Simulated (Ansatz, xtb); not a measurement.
**Two structures of CH3AlCa**

Structure a is a singlet given by its coordinates and structure b is a triplet given by its coordinates. Both are gas-phase species (loosely bound parts included), relaxed with PBE0-D4/def2-TZVP.

a (Å):

```csv
atom,x (Å),y (Å),z (Å)
C,2.8371,1.2758,0.4614
Al,2.2377,0.4080,2.1514
Ca,3.7360,-2.8753,2.3588
H,2.4115,2.2795,0.3434
H,2.5432,0.6901,-0.4189
H,3.9293,1.3772,0.4257
```

Close contacts (Å): C1–Al2 1.99, Al2–Ca3 3.62, C1–H4 1.10, C1–H5 1.10, C1–H6 1.10.

b (Å):

| atom | x (Å) | y (Å) | z (Å) |
| --- | --- | --- | --- |
| C | 2.9164 | 1.3143 | 0.3507 |
| Al | 3.0018 | -0.2881 | 1.5062 |
| Ca | 3.1029 | -2.7363 | 3.1711 |
| H | 2.2211 | 2.0707 | 0.7269 |
| H | 2.5579 | 1.0114 | -0.6418 |
| H | 3.8947 | 1.7834 | 0.2087 |

Close contacts (Å): C1–Al2 1.98, Al2–Ca3 2.96, C1–H4 1.09, C1–H5 1.10, C1–H6 1.09.

Question: Estimate E(b) − E(a) at the level CCSD(T)/def2-TZVPP.

Answer: Calculated at CCSD(T)/def2-TZVPP: E(b) − E(a) = +11.2 kcal/mol, so structure a lies lower.

The same difference at several levels:

| level | geometry | E(b) − E(a) (kcal/mol) | departure from the last row (kcal/mol) | job, with rough time for the two |
| --- | --- | --- | --- | --- |
| PBE0-D4/def2-TZVP | PBE0-D4/def2-TZVP | +4.9 | −6.2 | optimisation, 4.2 min |
| HF/def2-TZVPP | PBE0-D4/def2-TZVP | −4.4 | −15.5 | part of the CCSD(T) run |
| MP2/def2-TZVPP | PBE0-D4/def2-TZVP | +10.1 | −1.0 | part of the CCSD(T) run |
| CCSD(T)/def2-TZVPP | PBE0-D4/def2-TZVP | +11.2 |  | single point, 95 s |

HF/def2-TZVPP puts the two in the other order. The largest departure from CCSD(T)/def2-TZVPP is that of HF/def2-TZVPP, 15.5 kcal/mol. Levels run at GFN2-xTB geometries aren't shown. The triplet state of b needn't be its ground state.

With harmonic frequencies from PBE0-D4/def2-TZVP (ideal gas, rigid rotor, one conformer each, 298.15 K, 1 atm): on the last row, ΔE + ΔZPE = +11.4, ΔH = +11.2, ΔG = +11.8 kcal/mol.

Open shells are spin-unrestricted. The correlated steps freeze 11 core orbitals; the last core shell of Ca is correlated, in a basis made for valence electrons. ΔG holds the spin degeneracy. Run with Ansatz 0.2.0; the last row on 2 threads of Intel(R) Xeon(R) Processor @ 2.70GHz on a shared host.
